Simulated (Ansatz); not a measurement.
Cost and result up the ladder for the cluster MoO₄H₂ (7 atoms). Charge 0, multiplicity 1. Geometry: PBE-D4/def2-SVP.

```csv
atom,x (Å),y (Å),z (Å)
Mo1,0.040,0.057,0.237
O2,-0.657,-0.345,1.716
O3,1.179,1.565,0.409
O4,1.953,0.385,0.164
O5,-1.135,0.065,-1.221
H6,-2.059,-0.251,-1.248
H7,0.678,-1.475,-0.058
```

Ansatz on 4 threads of Arm Neoverse V1 on a shared host. Times are rough, and most runs start from the orbitals of an earlier one. ωB97X-V/def2-TZVP serves as the yardstick here, not as an exact answer. Differences are given only for rows in sets of like size (and for xTB, whose basis is part of the method), since another set adds its own error. Binding counts from free atoms at the same level (Mo septet, O triplet, H doublet; other spins of the atoms weren't run), without zero-point energy or a counterpoise term.

In the def2 sets Mo takes a core potential; there is no spin–orbit coupling. LC-ωPBE has ω = 0.4 bohr⁻¹. B3LYP takes the VWN-RPA correlation. Correlated methods freeze 4 core orbitals; core or outer-core shells of Mo are correlated, in sets that lack core-valence functions. The structure holds one bond between oxygen atoms, so isomers without such links may lie far lower. The structure comes from a short search, and lower isomers may exist.

Correlated methods converge slowly with the basis.

| level | functions | wall time | binding energy per atom (eV) | difference from ωB97X-V/def2-TZVP (eV) | remarks |
| --- | --- | --- | --- | --- | --- |
| PBE-D4/def2-SVP | 97 | 1.1 s | 4.24 | – | – |
| LDA (SPW92)/def2-TZVP | 176 | 1.2 s | 4.94 | 1.09 | – |
| PBE0-D4/def2-SVP | 97 | 1.4 s | 3.73 | – | – |
| PBE-D4/def2-TZVP | 176 | 1.8 s | 4.19 | 0.34 | – |
| BLYP-D4/def2-TZVP | 176 | 2.1 s | 4.15 | 0.30 | – |
| LC-ωPBE/def2-TZVP | 176 | 2.3 s | 3.70 | -0.14 | – |
| B3LYP-D4/def2-TZVP | 176 | 3.1 s | 3.85 | 0.00 | – |
| CAM-B3LYP-D4/def2-TZVP | 176 | 3.2 s | 3.82 | -0.03 | – |
| PBE0-D4/def2-TZVP (with forces) | 176 | 3.3 s | 3.72 | -0.13 | – |
| r2SCAN-D4/def2-TZVP | 176 | 3.6 s | 3.90 | 0.05 | – |
| PBE0-D4/def2-TZVPD | 218 | 3.8 s | 3.72 | -0.13 | – |
| r2SCAN-D4/def2-TZVPD | 218 | 4.8 s | 3.90 | 0.05 | – |
| ωB97X-V/def2-TZVP | 176 | 7 s | 3.85 | 0.00 | – |
| CCSD(T)/def2-TZVP | 176 | 97 s | 3.70 | -0.15 | test for broken spin undecided |
